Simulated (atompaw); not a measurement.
## An all-electron radial function and its pseudo partner (hafnium)

Columns: radius, all-electron u(r) and pseudo u(r) of the 6p shell (level -6.36 eV) of hafnium in the configuration [Kr] 4d10 4f14 5s2 5p6 5d2 6s1 6p0; PBE, scalar-relativistic, PAW (atompaw) scheme, atompaw 4.2.0.5.

```
r (bohr)  all-electron   pseudo
   0.085       -0.0079  -0.0128
   0.169       -0.0908  -0.0496
   0.254        0.0273  -0.1077
   0.338        0.1272  -0.1808
   0.423        0.1366  -0.2639
   0.508        0.0779  -0.3488
   0.592       -0.0072  -0.4273
   0.677       -0.0927  -0.4945
   0.762       -0.1629  -0.5439
   0.846       -0.2116  -0.5715
   0.931       -0.2396  -0.5761
   1.015       -0.2484  -0.5579
   1.100       -0.2411  -0.5183
   1.185       -0.2207  -0.4610
   1.269       -0.1908  -0.3913
   1.354       -0.1534  -0.3126
   1.438       -0.1115  -0.2316
   1.523       -0.0661  -0.1506
   1.608       -0.0190  -0.0738
   1.692        0.0279  -0.0043
   1.777        0.0749   0.0584
   1.862        0.1207   0.1138
   1.946        0.1643   0.1622
   2.031        0.2063   0.2060
   2.115        0.2457   0.2457
   2.200        0.2830   0.2830
```

Q: How many radial nodes do the two functions have?

A: The all-electron 6p function has n − l − 1 = 4 (the table is too coarse to show those close to the nucleus); the pseudo-wave has 1, since 1 lower shell of the same l stays in the valence.

Q: Is the pseudo-wave norm-conserving?

A: No, it belongs to a PAW set: the norm inside the radius is not constrained, and the difference is carried by the augmentation charge.
